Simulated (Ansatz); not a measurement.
The first iterations of a band of BH3O2Si (7 atoms, charge 0, multiplicity 1).

The calculation used Ansatz, RKS r2SCANh/STO-3G.

```json
{"movable images": "2", "climbing image": "no", "spring": "5.0 eV/Å²", "optimiser": "quadratic models (default)", "start path": "IDPP", "force threshold": "0.05 eV/Å", "iteration limit": "60", "end points": "relaxed"}
```

Image 0:

```xyz
7
Properties=species:S:1:pos:R:3
O -1.063 0.681 -1.234
Si 0.063 0.549 0.036
B 1.175 -0.946 0.129
O -0.035 -1.183 0.647
H -1.899 1.058 -0.794
H -0.327 1.346 1.185
H 2.147 -1.573 -0.015
```

Image 3:

```xyz
7
Properties=species:S:1:pos:R:3
O -1.425 0.898 -0.724
Si -0.023 0.642 0.204
B 1.051 -0.884 0.108
O -0.072 -1.100 0.801
H -1.227 0.473 -1.624
H -0.205 1.444 1.392
H 1.963 -1.541 -0.203
```

| iteration | highest image above the first end (eV) | largest band force component (eV/Å) |
| --- | --- | --- |
| 1 | 0.261 | 1.436 |
| 2 | 0.159 | 0.521 |

Q: Does the band converge within its limit, and where does its top end?

A: The forces met the threshold. It ended after 5 iterations with the highest image 0.123 eV above the first end. No image climbed, so the highest image needn't sit at the top of the path. So few images can step over the top or miss a turn of the path. Limits of this set-up: minimal basis.

Run time: 24 s on 1 CPU thread of a shared host.
